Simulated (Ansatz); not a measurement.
**Molecular dynamics of C3H5AlFNO**

The input (input.yaml):

```yaml
crystal:
  periodic: [false, false, false]
  atoms:
    - { symbol: "N", position_ang: [-1.372713, 1.520134, 1.706732] }
    - { symbol: C, position_ang: [-0.581449, 0.680217, 1.050564] }
    - { symbol: C, position_ang: [-0.425093, 0.43223, -0.526446] }
    - { symbol: C, position_ang: [0.841889, -0.584146, -0.576863] }
    - { symbol: O, position_ang: [0.584611, -1.88155, -1.251766] }
    - { symbol: Al, position_ang: [0.805868, -0.609641, 1.376626] }
    - { symbol: F, position_ang: [1.558232, -1.35456, 2.62875] }
    - { symbol: H, position_ang: [-1.963124, 2.066417, 0.958129] }
    - { symbol: H, position_ang: [-1.339221, -0.059124, -0.935827] }
    - { symbol: H, position_ang: [-0.259628, 1.377802, -1.092017] }
    - { symbol: H, position_ang: [1.710014, -0.046853, -1.047344] }
    - { symbol: H, position_ang: [0.517613, -1.596027, -2.25664] }
basis:
  gaussian: { orbitals: STO-3G }
hamiltonian:
  xc: blyp
  dispersion: d4
md:
  timestep: 0.5
  n_steps: 544
  ensemble: nve
  temperature: 100.0
  initial_velocities: maxwell_boltzmann
  seed: 864948
scf:
  lower_state_search: "off"
```

Run as:

```bash
$ ansatz run input.yaml --threads 1 --pin off --max-ram 2048MiB --backend cpu --events-out ev --progress --plain --runs-dir out
```

It starts from a relaxed structure.

Output, in part (step lines, the closing report, with atoms numbered from 0):

```
md step     0: t =     0.00 fs  T =   100.0 K  F+E_penalty+E_count = -15833.05907489 eV  E_kin = 0.129260 eV  conserved = -15832.92981489 eV  (17 SCF iters)
md step     1: t =     0.50 fs  T =    97.3 K  F+E_penalty+E_count = -15833.05557061 eV  E_kin = 0.125812 eV  conserved = -15832.92975815 eV  (14 SCF iters)
md step     2: t =     1.00 fs  T =    89.9 K  F+E_penalty+E_count = -15833.04573146 eV  E_kin = 0.116156 eV  conserved = -15832.92957561 eV  (14 SCF iters)
md step     3: t =     1.50 fs  T =    79.8 K  F+E_penalty+E_count = -15833.03244596 eV  E_kin = 0.103118 eV  conserved = -15832.92932782 eV  (15 SCF iters)
md step     4: t =     2.00 fs  T =    70.0 K  F+E_penalty+E_count = -15833.01959445 eV  E_kin = 0.090488 eV  conserved = -15832.92910694 eV  (15 SCF iters)
md step     5: t =     2.50 fs  T =    63.1 K  F+E_penalty+E_count = -15833.01062197 eV  E_kin = 0.081624 eV  conserved = -15832.92899840 eV  (15 SCF iters)
md step     6: t =     3.00 fs  T =    60.5 K  F+E_penalty+E_count = -15833.00722440 eV  E_kin = 0.078184 eV  conserved = -15832.92904057 eV  (15 SCF iters)
md step     7: t =     3.50 fs  T =    61.5 K  F+E_penalty+E_count = -15833.00875752 eV  E_kin = 0.079551 eV  conserved = -15832.92920642 eV  (15 SCF iters)
[... lines left out ...]
md step   541: t =   270.50 fs  T =    34.5 K  F+E_penalty+E_count = -15832.97371654 eV  E_kin = 0.044643 eV  conserved = -15832.92907365 eV  (15 SCF iters)
md step   542: t =   271.00 fs  T =    38.0 K  F+E_penalty+E_count = -15832.97817293 eV  E_kin = 0.049057 eV  conserved = -15832.92911558 eV  (14 SCF iters)
md step   543: t =   271.50 fs  T =    44.2 K  F+E_penalty+E_count = -15832.98637007 eV  E_kin = 0.057116 eV  conserved = -15832.92925370 eV  (14 SCF iters)
md step   544: t =   272.00 fs  T =    51.6 K  F+E_penalty+E_count = -15832.99616200 eV  E_kin = 0.066724 eV  conserved = -15832.92943803 eV  (14 SCF iters)
Total energy: -15832.99642657 eV, -581.8518866858 hartree
Atom 0 at    -1.361874     1.512464     1.712325 Å, force     0.240653    -0.420340     0.608817 eV/Å
Atom 1 at    -0.583418     0.654029     1.065914 Å, force    -0.083695     0.317831    -0.127004 eV/Å
Atom 2 at    -0.438535     0.415088    -0.508440 Å, force     0.042628    -0.310158    -0.067560 eV/Å
Atom 3 at     0.873486    -0.548935    -0.581399 Å, force    -0.958555    -0.882203    -0.293207 eV/Å
Atom 4 at     0.569137    -1.884314    -1.211536 Å, force     0.247353     0.305740     0.075339 eV/Å
Atom 5 at     0.841872    -0.586744     1.344344 Å, force    -0.004242     0.158431     0.449636 eV/Å
Atom 6 at     1.500756    -1.363508     2.616675 Å, force     0.198199    -0.204476     0.205558 eV/Å
Atom 7 at    -1.991644     2.017639     0.990664 Å, force    -0.185992     0.262585    -0.472361 eV/Å
Atom 8 at    -1.328208    -0.136642    -0.902851 Å, force     0.103269     0.181095    -0.047151 eV/Å
Atom 9 at    -0.305722     1.360073    -1.070802 Å, force    -0.111408     0.169061    -0.143296 eV/Å
Atom 10 at     1.683749    -0.047001    -1.127624 Å, force     0.589325     0.450386    -0.241655 eV/Å
Atom 11 at     0.629158    -1.648882    -2.231045 Å, force    -0.077536    -0.027951     0.052884 eV/Å
Dipole moment:     0.333318    -0.053869    -0.275954 e Å
```

The steps, from the saved trajectory:

```csv
time (fs),T (K),potential energy less start (eV),conserved less start (meV/atom)
0.0,100,0.000,0.00
9.0,44,0.073,0.05
18.0,32,0.088,0.06
27.0,44,0.073,0.03
36.0,57,0.056,0.03
45.0,50,0.065,0.04
54.0,50,0.065,0.03
63.0,45,0.071,0.05
72.0,47,0.070,0.05
81.0,49,0.066,0.03
90.0,55,0.059,0.03
99.0,52,0.062,0.05
108.0,50,0.066,0.05
117.0,44,0.073,0.03
126.0,43,0.074,0.03
135.0,65,0.046,0.03
144.0,50,0.065,0.05
153.0,49,0.067,0.05
162.0,44,0.072,0.02
171.0,55,0.059,0.03
180.0,43,0.074,0.06
189.0,59,0.054,0.04
198.0,50,0.064,0.03
207.0,43,0.074,0.04
216.0,55,0.059,0.03
225.0,48,0.067,0.04
234.0,44,0.074,0.06
243.0,54,0.059,0.03
252.0,67,0.042,0.01
261.0,32,0.088,0.05
270.0,34,0.085,0.06
```

The run went to its last step. The conserved energy stayed within 0.07 meV per atom of its start (net change 0.031 meV per atom), so the integration is sound. The temperature averaged 0.49 of the 100 K drawn at the start: a run that starts near a minimum puts about half its kinetic energy into the potential. A run of 0.27 ps of so small a system gives no equilibrium averages. Limits of this set-up: minimal basis.

The same pairs are bonded in the first frame and the last. Pairs count as bonded within 1.25 times the sum of covalent radii (0.12 Å more for H–H).

Last frame:

```xyz
12
Properties=species:S:1:pos:R:3
N -1.362 1.512 1.712
C -0.583 0.654 1.066
C -0.439 0.415 -0.508
C 0.874 -0.549 -0.581
O 0.569 -1.884 -1.212
Al 0.842 -0.587 1.344
F 1.501 -1.363 2.617
H -1.992 2.018 0.991
H -1.328 -0.137 -0.903
H -0.306 1.360 -1.071
H 1.684 -0.047 -1.128
H 0.629 -1.649 -2.231
```

Time of the run: 22 min on 1 thread of Intel(R) Xeon(R) Platinum 8488C (Sapphire Rapids) (shared host), peak memory 0.22 GiB.
